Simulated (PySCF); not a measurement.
Isomers of C9H17N. Theory: PBE0-D3(BJ)/def2-SVP geometry optimisation, gas phase (PySCF). One conformer each; no zero-point energy, no entropy. No frequencies were run at this level. Point groups hold within 0.08 Å.

Problem. Order them by energy at this level, lowest first, and give relative energies in kcal/mol.
A. `[CH2:1]=[C:2]1[CH2:3][CH2:4][CH2:5][CH2:6][C@H:7]1[N:8]([CH3:9])[CH3:10]` with C6–C7–N8–C9 -55°, C1–C2–C3–C4 -119°, C2–C3–C4–C5 -52°, C3–C4–C5–C6 53°, C4–C5–C6–C7 -58°
B. `[CH3:1]/[N:2]=[CH:3]/[CH:4]1[CH2:5][CH2:6][CH2:7][CH2:8][CH2:9][CH2:10]1` with N2–C3–C4–C5 109°, C3–C4–C5–C6 165°, C4–C5–C6–C7 -87°, C5–C6–C7–C8 70°, C6–C7–C8–C9 -53°
C. `[CH2:1]=[CH:2][CH2:3][CH2:4][C:5]([CH3:6])([CH3:7])/[CH:8]=[N:9]/[CH3:10]` with C1–C2–C3–C4 -118°, C2–C3–C4–C5 -174°, C3–C4–C5–C6 63°, C4–C5–C8–N9 -106°
D. `[CH3:1][CH2:2][C@H:3]([C:4]#[N:5])[C:6]([CH3:7])([CH3:8])[CH2:9][CH3:10]` with C1–C2–C3–C4 -61°, C2–C3–C6–C7 -178°, C3–C6–C9–C10 -55°
E. `[CH3:1][NH:2][C@:3]12[CH2:4][CH2:5][CH2:6][C@H:7]1[CH2:8][CH2:9][CH2:10]2` with C1–N2–C3–C4 -75°, N2–C3–C4–C5 -87°, C3–C4–C5–C6 -44°, C4–C5–C6–C7 41°, C5–C6–C7–C8 -139°

Solution. E (0.0), D (11.6), B (15.2), A (20.4), C (36.8).

As drawn, the lowest has an N–H bond, which the highest lacks; the highest has a C=N bond, a C=C bond outside aromatic rings and a quaternary carbon, which the lowest lacks.

```tsv
SMILES	E (Eh)	E rel (kcal/mol)	dipole (D)	point group	A, B, C (MHz)
CN[C@]12CCC[C@H]1CCC2	-407.19549	0.0	0.86	C1	1719, 1365, 984.3
CC[C@H](C#N)C(C)(C)CC	-407.17708	11.6	3.98	C1	1523, 1075, 812.8
C/N=C/C1CCCCCC1	-407.17126	15.2	1.35	C1	2758, 681.6, 601.8
C=C1CCCC[C@H]1N(C)C	-407.16297	20.4	0.49	C1	1703, 1256, 932.1
C=CCCC(C)(C)/C=N/C	-407.13689	36.8	1.13	C1	1651, 722.7, 580.9
```
